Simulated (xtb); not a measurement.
xtb input (GFN2-xTB):

```bash
xtb mol.xyz --gfn 2 --ohess tight --chrg 1 --uhf 0
```
mol.xyz:
```
3

Al    -0.02114925    -0.01567677     0.00189249
F     -0.17537939     1.22428641    -1.08347299
F      0.14375744    -1.21262074     1.03345861
```

Output:

```
           -------------------------------------------------
          |                Calculation Setup                |
           -------------------------------------------------

           -------------------------------------------------
          |                 G F N 2 - x T B                 |
           -------------------------------------------------

        Reference                      10.1021/acs.jctc.8b01176
      * Hamiltonian:
        H0-scaling (s, p, d)           1.850000    2.230000    2.230000
        zeta-weighting                 0.500000
      * Dispersion:
        s8                             2.700000
        a1                             0.520000
        a2                             5.000000
        s9                             5.000000
      * Repulsion:
        kExp                           1.500000    1.000000
        rExp                           1.000000
      * Coulomb:
        alpha                          2.000000
        third order                    shell-resolved
        anisotropic                    true
        a3                             3.000000
        a5                             4.000000
        cn-shift                       1.200000
        cn-exp                         4.000000
        max-rad                        5.000000

          ...................................................
          :                      SETUP                      :
          :.................................................:
          :  # basis functions                  18          :
          :  # atomic orbitals                  17          :
          :  # shells                            7          :
          :  # electrons                        16          :
          :  max. iterations                   250          :
          :  Hamiltonian                  GFN2-xTB          :
          :  restarted?                      false          :
          :  GBSA solvation                  false          :
          :  PC potential                    false          :
          :  electronic temp.          300.0000000     K    :
          :  accuracy                    1.0000000          :
          :  -> integral cutoff          0.2500000E+02      :
          :  -> integral neglect         0.1000000E-07      :
          :  -> SCF convergence          0.1000000E-05 Eh   :
          :  -> wf. convergence          0.1000000E-03 e    :
          :  Broyden damping             0.4000000          :
          :  net charge                          1          :
          :  unpaired electrons                  0          :
          ...................................................

 iter      E             dE          RMSdq      gap      omega  full diag
   1    -10.0679566 -0.100680E+02  0.340E+01    5.36       0.0  T
   2    -10.1410298 -0.730732E-01  0.231E+01    3.22       1.0  T
   3    -10.0752576  0.657723E-01  0.783E+00    4.97       1.0  T
   4    -10.1550602 -0.798026E-01  0.664E-01    3.58       1.0  T
   5    -10.1552624 -0.202178E-03  0.465E-01    3.60       1.0  T
   6    -10.1551946  0.677571E-04  0.331E-01    3.60       1.0  T
[...]
   full:       -0.038      -0.001      -0.027       0.119
molecular quadrupole (traceless):
                xx          xy          yy          xz          yz          zz
 q only:       -0.387      -0.089       0.276       0.079      -0.588       0.111
  q+dip:       -0.344      -0.079       0.245       0.070      -0.523       0.099
   full:        2.556       0.584      -1.825      -0.505       3.870      -0.731

           -------------------------------------------------
          |                Geometry Summary                 |
           -------------------------------------------------

      molecular mass/u    :       64.9783448
   center of mass at/Å    :       -0.0177718      -0.0012711      -0.0159238
  moments of inertia/u·Å² :        0.1194017E-03   0.9886413E+02   0.9886425E+02
rotational constants/cm⁻¹ :        0.1411842E+06   0.1705131E+00   0.1705129E+00

 * 2 selected distances

     #   Z          #   Z                                           value/Å
     1  13 Al       2   9 F                                       1.6131530 (max)
     1  13 Al       3   9 F                                       1.6129368 (min)

 * 1 distinct bonds (by element types)

   Z      Z             #   av. dist./Å        max./Å        min./Å
   9 F   13 Al          2     1.6130449     1.6131530     1.6129368

           -------------------------------------------------
          |               Frequency Printout                |
           -------------------------------------------------
 vibrational frequencies (cm⁻¹)
eigval :        0.00     0.00     0.00     0.00     0.00   242.07
eigval :      242.09   657.55  1031.30
 reduced masses (amu)
   1: 19.00   2: 19.00   3: 22.31   4: 22.31   5: 22.31   6: 23.67   7: 23.67   8: 19.00
   9: 23.67
 IR intensities (km·mol⁻¹)
   1:  0.00   2:  0.00   3: 14.97   4: 15.01   5: 15.00   6: 65.01   7: 65.02   8:  0.00
   9: 37.24
 Raman intensities (Ä⁴*amu⁻¹)
   1:  0.00   2:  0.00   3:  0.00   4:  0.00   5:  0.00   6:  0.00   7:  0.00   8:  0.00
   9:  0.00
 output can be read by thermo (or use thermo option).
 writing <g98.out> molden fake output.
 recommended (thermochemical) frequency scaling factor: 1.0
           -------------------------------------------------
          |             Thermodynamic Functions             |
           -------------------------------------------------

din symmetry found (for desy threshold:  0.10E+00) used in thermo

          ...................................................
          :                      SETUP                      :
          :.................................................:
          :  # frequencies                           4      :
          :  # imaginary freq.                       0      :
          :  linear?                              true      :
          :  only rotor calc.                    false      :
          :  symmetry                              din      :
          :  rotational number                       2      :
          :  scaling factor                  1.0000000      :
          :  rotor cutoff                   50.0000000 cm⁻¹ :
          :  imag. cutoff                  -20.0000000 cm⁻¹ :
          :.................................................:

    mode    ω/cm⁻¹     T·S(HO)/kcal·mol⁻¹    T·S(FR)/kcal·mol⁻¹   T·S(vib)
   ------------------------------------------------------------------------
       1    242.07    -0.53297 ( 99.82%)    -0.58900 (  0.18%)    -0.53307
       2    242.09    -0.53293 ( 99.82%)    -0.58898 (  0.18%)    -0.53303
   ------------------------------------------------------------------------

   temp. (K)  partition function   enthalpy   heat capacity  entropy
Note: The following floating-point exceptions are signalling: IEEE_DENORMAL
normal termination of xtb
                                   cal/mol     cal/K/mol   cal/K/mol   J/K/mol
 298.15  VIB   2.21                  727.273      4.806      4.019
         ROT   608.                  592.502      1.987     14.725
         INT  0.134E+04             1319.775      6.793     18.744
         TR   0.507E+27             1481.254      4.968     38.416
         TOT                        2801.0285    11.7612    57.1592   239.1539

       T/K    H(0)-H(T)+PV         H(T)/Eh          T*S/Eh         G(T)/Eh
   ------------------------------------------------------------------------
    298.15    0.446372E-02    0.941421E-02    0.271582E-01   -0.177439E-01
   ------------------------------------------------------------------------

         :::::::::::::::::::::::::::::::::::::::::::::::::::::
         ::                  THERMODYNAMIC                  ::
         :::::::::::::::::::::::::::::::::::::::::::::::::::::
         :: total free energy         -10.140313115277 Eh   ::
         ::.................................................::
         :: total energy              -10.122569168751 Eh   ::
         :: zero point energy           0.004950491975 Eh   ::
         :: G(RRHO) w/o ZPVE           -0.022694438501 Eh   ::
         :: G(RRHO) contrib.           -0.017743946526 Eh   ::
         :::::::::::::::::::::::::::::::::::::::::::::::::::::

optimized geometry written to: xtbopt.xyz

           -------------------------------------------------
          | TOTAL ENERGY              -10.122569168751 Eh   |
          | TOTAL ENTHALPY            -10.113154953811 Eh   |
          | TOTAL FREE ENERGY         -10.140313115277 Eh   |
          | GRADIENT NORM               0.000277211877 Eh/α |
          | HOMO-LUMO GAP               3.707949074059 eV   |
           -------------------------------------------------

------------------------------------------------------------------------
------------------------------------------------------------------------
 total:
 SCF:
 ANC optimizer:
 analytical hessian:
```

It need not be the lowest isomer of its formula.
